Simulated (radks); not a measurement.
Charge is removed step by step from the 2s down level of neutral neon, starting from [He] 2s(up 1, down 1) 2p6. Calculated with a radial shooting solver on a logarithmic mesh with Libxc functionals: scalar-relativistic Kohn-Sham, r2SCAN, spin-polarised, spherical densities, finite nucleus; meta-GGA in the generalised Kohn-Sham scheme; Fermi nuclear charge, rms radius 3.0055 fm.

| removed (e) | E - E(0) (eV) | eigenvalue (eV) | E minus straight line (eV) |
|---|---|---|---|
| 0 | 0.000 | -38.388 | 0.000 |
| 0.125 | 4.930 | -40.507 | -0.970 |
| 0.25 | 10.128 | -42.672 | -1.672 |
| 0.375 | 15.599 | -44.877 | -2.100 |
| 0.5 | 21.348 | -47.119 | -2.251 |
| 0.625 | 27.379 | -49.392 | -2.120 |
| 0.75 | 33.697 | -51.691 | -1.702 |
| 0.875 | 40.302 | -54.009 | -0.997 |
| 1 | 47.199 | -56.338 | 0.000 |

Removing the whole electron costs 47.199 eV by Delta-SCF, against 38.388 eV from minus the eigenvalue at the starting occupation. Slater's transition state (half an electron removed) gives 47.119 eV. Integrating minus the eigenvalue over the occupation (Janak's theorem) gives 47.201 eV. In this scalar-relativistic scheme the density is built from large components alone, so the theorem holds only approximately. The mean slope of the eigenvalue, de/dn, is 18.0 eV per electron.
